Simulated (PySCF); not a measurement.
HO₄Re, SMILES [O]=[Re](=[O])(=[O])[OH], multiplicity 1. Heavy atoms are numbered as in [Re:1](=[O:2])(=[O:3])(=[O:4])[OH:5]. Hydrogens are named by the atom that carries them.

Geometry optimised at PBE0-D3(BJ)/def2-SVP. The geometry has at least one imaginary mode, so it is a saddle point at that level. The spin state was assumed, not searched. The isomer is the one that the SMILES or the coordinates give; other isomers of the formula were not compared. The def2 effective core potentials stand for the cores of Re; spin–orbit coupling is left out. Other conformers were not sampled.

Method: CAM-B3LYP/def2-TZVP (PySCF).

Atomic charges (e), one atom of each kind:

```tsv
atom	Löwdin	Mulliken
Re1	1.00	1.65
O2	-0.30	-0.46
O5 (OH)	-0.30	-0.65
H on O5	0.19	0.37
```
